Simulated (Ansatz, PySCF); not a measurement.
Species: InF₃, charge 0, multiplicity 1. 
Structure (B3LYP-D3(BJ)/def2-TZVP (Ansatz, an electronic-structure program) minimum search):
```xyz
4

In     0.0000     0.0000     0.0000
F     -1.6502    -1.0027     0.0575
F      0.0200     1.7858    -0.7364
F      1.6302    -0.7832     0.6789
```

Property: atomisation energy (electronic, to ground-state atoms), in kJ/mol. Valence correlation only, unless marked. Open shells are spin-unrestricted. No spin-orbit coupling. The frozen core is the preceding noble-gas configuration, with the filled d and f shells of earlier blocks. Past Kr the def2 sets carry scalar-relativistic core potentials. STO-3G rows are all-electron and non-relativistic. The coupled-cluster limit lacks core correlation, which all-electron functionals hold. Basis-set limits of correlation are two-point, X^-3; Hartree-Fock from the larger set. The bracket is a focal-point correction in the basis named.

```tsv
level	program	atomisation energy (kJ/mol)
HF-D3(BJ)/def2-TZVPD	PySCF + dftd3	?
B97M-V/def2-TZVPD	Ansatz	1221.0
r2SCANh-D4/def2-TZVPD	Ansatz + dftd4	?
LC-wPBE-D4/def2-TZVPD	Ansatz + dftd4	1258.4
CCSD/STO-3G	Ansatz	855.7
CCSD/def2-TZVPP	Ansatz	1188.2
CCSD/def2-TZVPPD	Ansatz	?
RI-MP2/CBS(def2-TZVPPD,def2-QZVPPD)+[CCSD(T)-MP2]/def2-TZVPPD	Ansatz	1281.9
```

Problem. Complete the blanks.

Solution. 
- HF-D3(BJ)/def2-TZVPD, atomisation energy (kJ/mol): 811.7
- r2SCANh-D4/def2-TZVPD, atomisation energy (kJ/mol): 1192.9
- CCSD/def2-TZVPPD, atomisation energy (kJ/mol): 1198.8
